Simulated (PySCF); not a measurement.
Excitation energy of Eu⁺ by level of theory

Eu⁺ [Xe] 4f7 6s1 (9S) → Eu⁺ [Xe] 4f8 (7F), as a difference of total energies. Computed with PySCF 2.14 in x2c-TZVPPall (11s7p7d4f2g, 113 functions), with the spin-free X2C one-electron Hamiltonian (Gaussian nucleus). The calculations carry no spin-orbit coupling.

| method | excitation energy (eV) |
| --- | --- |
| UHF | 10.988 |
| TPSS | 5.703 |
| PBEsol | 5.640 |
| BHandHLYP | 8.026 |

In the upper state the promoted electron has a positive orbital energy at TPSS, so the basis confines it.
